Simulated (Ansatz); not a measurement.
Calculated with Ansatz (gas phase, PBE0-D4/def2-TZVP geometries, no zero-point term in ΔE). CBS: MP2 limit from def2 TZ/QZ plus the TZ coupled-cluster correction, frozen cores. This one scheme is used for every species. Each species was taken in one conformer, which may not be the lowest.

`COB(O)OC` + H₂ → `COBO` + CH₃OH  (hydrogenolysis of a B–O bond)

```json
{"species": "`COB(O)OC`", "CCSD(T)/CBS(def2) energy (Eh)": "-330.77331"}
{"species": "H₂", "CCSD(T)/CBS(def2) energy (Eh)": "-1.17544"}
{"species": "`COBO`", "CCSD(T)/CBS(def2) energy (Eh)": "-216.29255"}
{"species": "CH₃OH", "CCSD(T)/CBS(def2) energy (Eh)": "-115.61712"}
```

Problem. Work out ΔE.

Solution. ΔE = (-216.29255) + (-115.61712) − (-330.77331) − (-1.17544) = 0.03908 Eh = +24.5 kcal/mol.

Largest T1 diagnostic among the species: 0.013.

At CCSD(T), def2-SVP lies +2.8 kcal/mol from the extrapolated value and def2-TZVPP +0.2 kcal/mol. The D4 term adds +2.5 kcal/mol with B3LYP and +1.4 kcal/mol with PBE0; it sums over pairs of atoms, weighted by their polarisabilities, and B3LYP, whose exchange is more repulsive, gets the larger term.

B3LYP here is the variant with VWN-RPA as its local correlation; programs differ in this.
